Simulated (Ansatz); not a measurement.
Reaction (ligand exchange at the Si–N bond): `N[Si](F)(F)F` + H–F → silicon tetrafluoride + NH₃

Calculated with Ansatz (gas phase, PBE0-D4/def2-TZVP geometries, no zero-point term in ΔE). CBS: MP2 limit from def2 TZ/QZ plus the TZ coupled-cluster correction, frozen cores. This one scheme is used for every species. DFT in def2-TZVPP. Each species was taken in one conformer, which may not be the lowest.

(1) Is it downhill or uphill in electronic energy at CCSD(T)/CBS, and by how much? (Estimate.)

(2) What do these levels give: r2SCAN-D4, CAM-B3LYP-D4, RPA@PBE/def2-TZVPP, CCSD/def2-TZVPP, CCSD(T)/def2-TZVPP, HF/def2-QZVPP? (Estimate.)

Largest T1 diagnostic among the species: 0.011.

Results:

(1) Computed: Downhill: ΔE = -0.74 eV.

(2) Ansatz gave: r2SCAN-D4 -0.78, CAM-B3LYP-D4 -0.74, RPA@PBE/def2-TZVPP -0.79, CCSD/def2-TZVPP -0.77, CCSD(T)/def2-TZVPP -0.76, HF/def2-QZVPP -0.88 eV.

The D4 term adds +0.05 eV with B3LYP and +0.03 eV with PBE0; it sums over pairs of atoms, weighted by their polarisabilities, and B3LYP, whose exchange is more repulsive, gets the larger term. At CCSD(T), def2-SVP lies +0.05 eV from the extrapolated value and def2-TZVPP −0.02 eV.

B3LYP here is the variant with VWN-RPA as its local correlation; programs differ in this.
